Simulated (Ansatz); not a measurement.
Geometry optimisation, RKS B3LYP-D4/def2-SVP in Ansatz.

The input (input.yaml):

```yaml
crystal:
  periodic: [false, false, false]
  atoms:
    - { symbol: Al, position_ang: [0.14875, -0.179941, -0.400234] }
    - { symbol: "N", position_ang: [1.628976, 0.268243, 0.663664] }
    - { symbol: C, position_ang: [-1.072572, -1.590766, 0.172789] }
    - { symbol: "N", position_ang: [-0.016642, 0.68444, -1.942402] }
    - { symbol: H, position_ang: [0.206844, 1.707697, 1.771906] }
    - { symbol: Cl, position_ang: [-1.001468, 2.213685, 1.927097] }
    - { symbol: H, position_ang: [1.933659, -0.318817, 1.436696] }
    - { symbol: H, position_ang: [2.41505, 0.819975, 0.330875] }
    - { symbol: H, position_ang: [-1.357073, -2.252409, -0.662344] }
    - { symbol: H, position_ang: [-0.638388, -2.222865, 0.965719] }
    - { symbol: H, position_ang: [-2.001615, -1.152086, 0.574083] }
    - { symbol: H, position_ang: [0.568434, 1.448671, -2.271] }
    - { symbol: H, position_ang: [-0.814055, 0.574074, -2.566647] }
basis:
  gaussian: { orbitals: def2-SVP }
hamiltonian:
  xc: b3lyp
  dispersion: d4
relax:
  f_tol: 0.03
  max_steps: 50
```

Run as:

```bash
$ ansatz run input.yaml --threads 2 --pin off --max-ram 3072MiB --backend cpu --events-out ev --progress --plain --runs-dir out
```

Q: Where does it end, and by what steps?

A: It converged. The force dipped under the threshold on the way, but the program's further checks kept it going. After 24 steps the energy has fallen by 1.880 eV; H5 moved furthest, 1.48 Å. Parted: H5–Cl6 (1.32 → 2.88 Å). Joined: Al1–Cl6 (3.53 → 2.17 Å), N2–H5 (2.31 → 1.02 Å).

```
step  energy less start (eV)  largest force component (eV/Å)  accepted
   0                  0.0000                           1.226       yes
   1                 -0.1304                           0.529       yes
   2                 -0.1846                           0.652       yes
   3                 -0.2096                           0.330       yes
   4                 -0.2211                           0.295       yes
   5                 -0.2674                           0.536       yes
   6                 -0.3841                           0.937       yes
   7                 -0.8884                           1.298       yes
   8                 -1.3165                           1.043       yes
   9                 -1.6110                           0.466       yes
  10                 -1.6982                           1.484       yes
  11                 -1.8031                           0.602       yes
  12                 -1.8260                           0.552       yes
  13                 -1.8283                           0.397       yes
  14                 -1.8479                           0.431       yes
  15                 -1.8664                           0.080       yes
  16                 -1.8706                           0.061       yes
  17                 -1.8627                           0.540        no
  18                 -1.8728                           0.217       yes
  19                 -1.8770                           0.139       yes
  20                 -1.8785                           0.068       yes
  21                 -1.8786                           0.066       yes
  22                 -1.8797                           0.018       yes
  23                 -1.8800                           0.034       yes
  24                 -1.8801                           0.018       yes
```

```xyz
13
Properties=species:S:1:pos:R:3
Al -0.425 0.377 -0.032
N 1.461 0.354 0.813
C -1.105 -1.433 0.307
N -0.023 0.885 -1.720
H 1.510 1.031 1.578
Cl -1.183 1.987 1.218
H 1.767 -0.555 1.167
H 2.108 0.647 0.077
H -0.569 -2.205 -0.276
H -1.032 -1.716 1.372
H -2.172 -1.514 0.035
H -0.102 1.853 -2.021
H -0.235 0.289 -2.516
```

Whether the end is a true minimum wasn't checked by a vibrational analysis.

Time of the run: 81 s on 2 threads of Arm Neoverse V2 (shared host), peak memory 0.27 GiB.
